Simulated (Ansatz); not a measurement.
Several settings on one geometry of Mo3⁻ (the lowest doublet isomer of a short search) (that of the charge -1 doublet, PBE-D4/def2-TZVPD). Ansatz on 4 threads of Intel Xeon 6975P-C on a shared host; times are rough.

| atom | x (Å) | y (Å) | z (Å) |
| --- | --- | --- | --- |
| Mo1 | 0.235 | 0.662 | -1.094 |
| Mo2 | 0.938 | -0.310 | 0.845 |
| Mo3 | -1.173 | -0.352 | 0.249 |

Totals from different functionals, basis sets or treatments of relativity can't be compared as stabilities.

In the def2 sets Mo takes a core potential; there is no spin–orbit coupling.

The spins typed aren't always the lowest for that charge.

(1) Give the basis size and estimate the energy, ⟨S²⟩ and time of these runs.

| run | method | charge | state | further keys |
| --- | --- | --- | --- | --- |
| 1 | UKS B3LYP5/def2-TZVP | -1 | doublet | scf: {lower_state_search: off}; forces asked |
| 2 | UKS ωB97X-V/def2-TZVPD | -1 | doublet | – |
| 3 | UKS PBE0-D3(BJ)/def2-TZVP | -1 | quartet | scf: {omitted_lower_state_checks: [starts]}; forces asked |

## Answers

(1) 
```
run  functions  energy (Eh)  ⟨S²⟩  wall time
  1        120    -204.4102  1.25      2.4 s
  2        120    -204.2712  2.28       92 s
  3        120    -204.4583  4.29      4.1 s
```

The highest occupied level of an anion often lies above zero with these methods, and sets without diffuse functions describe the outer electron poorly. At UKS B3LYP5/def2-TZVP, UKS ωB97X-V/def2-TZVPD the charge -1 doublet is spin-contaminated (final ⟨S²⟩ up to 2.28, 0.75 for a pure state). At UKS PBE0-D3(BJ)/def2-TZVP the charge -1 quartet is spin-contaminated (final ⟨S²⟩ up to 4.29, 3.75 for a pure state).
